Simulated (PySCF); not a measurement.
# Core-level binding energies of 1-bromo-2,2-difluoroethylene

1-bromo-2,2-difluoroethylene, C₂HBrF₂.
Numbering: `[F:1][C:2]([F:3])=[CH:4][Br:5]`

Geometry (PBE0-D3(BJ)/def2-SVP, Å), atoms numbered from 1 in this order:
```
atom  x, y, z in Å
F1    -0.3808    1.3597    0.9963
C2    -0.5526    0.3642    0.1725
F3    -1.8077    0.2528   -0.1808
C4     0.4019   -0.4490   -0.2699
Br5    2.1847   -0.2728    0.2411
H6     0.1545   -1.2550   -0.9590
```

Method: delta-SCF UKS SCAN, pcX-2 on the ionised atom, pcseg-1 elsewhere, spin-free X2C in PySCF 2.14.0. Binding energies are ΔSCF values: E(core-ionised, relaxed orbitals) − E(ground state) at a fixed geometry, referred to the vacuum level.

Q: List the computed XPS lines with their assignment.

A: 
```tsv
atom(s)	environment	level	binding energy (eV)	above the level's lowest (eV)	count
C4	alkene CH carbon	C 1s	292.13	0.00	1
C2	=CF2 carbon	C 1s	295.76	+3.63	1
F3	vinyl fluorine	F 1s	694.51	0.00	1
F1	vinyl fluorine	F 1s	694.57	+0.06	1
```

The listed C 1s values span 3.63 eV, from C4 (bonded to Br, C (double bond) and H) to C2 (bonded to 2 F and C (double bond)).

The 2 F 1s values lie within 0.06 eV of each other; Gaussian lines of 0.5 eV full width would blend them into one maximum.

Q: Which effective nuclear charge Zeff reproduces each element's mean 1s value in the hydrogen-like formula E = 13.606 eV × Zeff²?

A: C (Z = 6): mean 293.9 eV, Zeff = 4.65, Z − Zeff = 1.35; F (Z = 9): mean 694.5 eV, Zeff = 7.14, Z − Zeff = 1.86. Means run over the listed sites, weighted by atom count.

No level of bromine is listed. Geometry: PBE0-D3(BJ)/def2-SVP; no solvent, vibrations or thermal averaging.
